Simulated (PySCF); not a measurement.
## ECD: `C[Se][C@H]1CC[S@@]1=O`, C₄H₈OSSe

Cartesian coordinates in Å; atom numbers follow the order of the lines, from 1:
```xyz
15

C     2.7035   -0.1232   -0.2027
Se    1.4790    0.9920    0.8445
C    -0.1131    0.6184   -0.2427
C    -0.6739   -0.7990   -0.1954
C    -2.1401   -0.3881   -0.1990
S    -1.7194    1.3263    0.4145
O    -2.2231    2.3118   -0.5301
H     2.3762   -1.1585   -0.1572
H     3.6911   -0.0247    0.2390
H     2.7181    0.2330   -1.2297
H     0.0443    0.9993   -1.2527
H    -0.4071   -1.2871    0.7433
H    -0.3689   -1.4426   -1.0220
H    -2.5676   -0.3061   -1.1942
H    -2.8033   -0.9435    0.4571
```

Level of theory: TDDFT wB97X-D/aug-cc-pVDZ circular dichroism and optical rotation, one conformer, gas phase (PySCF). Geometry: GFN2-xTB.

The molecule is flexible and this is one conformer; a measurement averages over conformers. The calculation is non-relativistic, which matters for the atoms heavier than Zn.

Assign R or S to each stereocentre.

C3 S, S6 S.

List the lowest 16 singlet excitations with oscillator and rotatory strengths.

Rotatory strengths R in 10⁻⁴⁰ esu² cm², velocity form and length form (origin at the centre of mass); f in length form.
```
state  E (eV)  λ (nm)       f  R (velocity)  R (length)                                    main
    1    4.64     267  0.0002          +3.1        +2.7        HOMO→LUMO+3 0.33, HOMO→LUMO 0.20
    2    5.26     236   0.031          -3.9        -3.5  HOMO−1→LUMO+3 0.24, HOMO−1→LUMO+7 0.19
    3    5.58     222   0.004          +9.2       +11.5      HOMO−1→LUMO+3 0.13, HOMO→LUMO 0.10
    4    5.69     218   0.030          +0.6        -0.8      HOMO→LUMO+3 0.33, HOMO→LUMO+5 0.12
    5    5.77     215  0.0001          +2.7        +2.0        HOMO→LUMO+5 0.28, HOMO→LUMO 0.27
    6    6.05     205   0.003          +4.6        +5.2    HOMO→LUMO+1 0.27, HOMO−1→LUMO+3 0.18
    7    6.22     199   0.024         -19.0       -19.9    HOMO−1→LUMO+1 0.32, HOMO→LUMO+2 0.13
    8    6.32     196   0.009          -3.6        -3.4                        HOMO→LUMO+2 0.60
    9    6.43     193   0.006          +4.7        +6.3      HOMO→LUMO+4 0.27, HOMO→LUMO+5 0.09
   10    6.59     188   0.016          +3.3        +4.8   HOMO−1→LUMO 0.19, HOMO−1→LUMO+10 0.16
   11    6.60     188  0.0004          -4.2        -4.8    HOMO−2→LUMO 0.17, HOMO−2→LUMO+5 0.14
   12    6.69     185   0.022         +18.7       +17.9    HOMO−1→LUMO+2 0.16, HOMO−1→LUMO 0.12
   13    6.85     181   0.060         +37.7       +38.3  HOMO−1→LUMO+2 0.22, HOMO−2→LUMO+3 0.13
   14    6.91     179   0.009          +7.6        +6.9      HOMO→LUMO+4 0.22, HOMO→LUMO+7 0.14
   15    6.97     178   0.018         +18.8       +18.5  HOMO−1→LUMO+2 0.10, HOMO−1→LUMO+9 0.10
   16    7.04     176   0.033         -48.1       -48.3      HOMO→LUMO+6 0.32, HOMO→LUMO+8 0.12
```

For state 4 the two forms differ in sign, so the sign of R isn't settled.

Among the states computed, the strongest CD band (largest |R|) is state 16. The largest dissymmetry factor in size, g = 4R/(D+G), with D and G the electric and magnetic dipole strengths, is +0.21 for state 5 (velocity form, f = 0.0001), among bands with |R| over 0.5. The mirror image has the same energies and oscillator strengths and all R with the opposite sign.
